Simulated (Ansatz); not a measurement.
Stepwise reaction of `CNB(Cl)Cl` with hydrogen, as a gas-phase model of exchange steps in deposition or etching. ΔE in kJ/mol; ΔG adds harmonic PBE0-D4 terms to CCSD(T)/CBS, at 1 bar.

Isolated molecules relaxed with PBE0-D4/def2-TZVP in Ansatz; ΔE leaves out vibrations. CCSD(T)/CBS adds triple-zeta CCSD(T) − MP2 to the extrapolated MP2 energy (def2 sets, frozen cores). This one scheme is used for every species. Functionals use def2-TZVPP. B3LYP here is the variant with VWN-RPA as its local correlation; programs differ in this. One conformer a species, not always the lowest.

```csv
step,reaction,PBE-D4,B3LYP-D4,ωB97M-V,CCSD(T)/CBS,ΔG(400 K)
1,`CNB(Cl)Cl` + H₂ → `CNBCl` + HCl,60.2,55.3,56.3,55.1,54.0
```

Problem. Give the row of step 2, `CNBCl` + H₂ → `BNC` + HCl. (Estimate.)

Solution. Computed: 
| step | reaction | PBE-D4 | B3LYP-D4 | ωB97M-V | CCSD(T)/CBS | ΔG(400 K) |
| --- | --- | --- | --- | --- | --- | --- |
| 2 | `CNBCl` + H₂ → `BNC` + HCl | 72.9 | 68.6 | 69.5 | 68.8 | 67.5 |

Problem. By hand: ΔE of the 2 steps together at CCSD(T)/CBS.

Solution. (55.1) + (68.8) = 123.9 kJ/mol, or 62.0 kJ/mol a step.

In ΔE each step is higher than the one before. All are uphill at CCSD(T)/CBS. ΔG lies between 54.0 and 67.5 kJ/mol a step. PBE-D4 differs from CCSD(T)/CBS by 4.1 to 5.1 kJ/mol a step. Isolated molecules leave out the surface, adducts and barriers. Largest T1 diagnostic: 0.012.
